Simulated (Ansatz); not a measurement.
The cluster BeSi₄⁻, relaxed as a doublet with UKS PBE-D4/def2-SVPD in Ansatz, starting from the GFN1-xTB geometry. Force threshold 0.02 eV/Å.

Another isomer (doublet) lies 0.25 eV lower at PBE0-D4/def2-TZVPD; other spin states weren't run for this one.

Start:

Cartesian coordinates in Å:
```
Be -1.664 0.300 -0.448
Si 1.221 -0.070 -1.163
Si 0.070 1.444 0.156
Si 0.739 -0.272 1.584
Si -0.366 -1.402 -0.129
```

Task: Estimate the energy that the relaxation releases and the steps that it takes.

Result: 2.2 kcal/mol, in 4 steps; 5.5 s on 4 threads of Arm Neoverse V2 on a shared host. No frequencies were taken in this run, so the end may be a saddle point.

Task: Does the start keep its bonding and symmetry?

Result: By distances, no bond broke or formed. The bond that changes most is Si2–Si3, from 2.31 to 2.37 Å (atoms count from 1). Point group Cs at the start, C2v at the end, both within 0.05 Å; within 0.015 Å the end is Cs.

Task: Predict the relaxed structure.

Result: 
```xyz
5

Be   -1.636    0.285   -0.345
Si    1.245   -0.064   -1.259
Si    0.108    1.479    0.127
Si    0.622   -0.260    1.644
Si   -0.339   -1.440   -0.166
```
Bond lengths: 4 × Si–Si 2.36 to 2.37 Å; 2 × Be–Si 2.17 Å.
